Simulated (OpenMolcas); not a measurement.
Ni2+ (d8) among equal point charges was computed by CASSCF with the d shell active (OpenMolcas, ANO-RCC-VTZP on the metal). Its lowest spin-free states, and all those of the highest spin:

| 2S+1 | Degeneracy | E (cm-1) |
| --- | --- | --- |
| 3 | 1 | 0.0 |
| 3 | 1 | 2117 |
| 3 | 2 | 4193 |
| 3 | 2 | 5723 |
| 3 | 1 | 6335 |
| 1 | 1 | 17994 |
| 1 | 2 | 18199 |
| 3 | 1 | 20113 |
| 1 | 2 | 22244 |
| 1 | 2 | 23370 |
| 1 | 1 | 27678 |
| 3 | 2 | 27752 |

Problem. Is the site octahedral, tetrahedral or cube-like, axial, or of lower symmetry?

Solution. The states with 2S+1 = 3 have orbital degeneracies 1, 1, 2, 2, 1, 1, 2. There are pairs but no triples, so the site is axial: not cubic, but with a proper or improper axis of order three or more. The run had Ni2+ among 6 point charges of -2.2 e arranged as a trigonal antiprism (D3d), 2.1 Å from the ion, with a polar angle of 64.6° against the regular 54.74°. The active orbitals were held to one l.

Without dynamic correlation the repulsion within the d shell is too large (B by tens of per cent), so at a given field states of lower spin stand too high. This is an electrostatic model: the charges have no orbitals. No measured value stands beside these numbers.
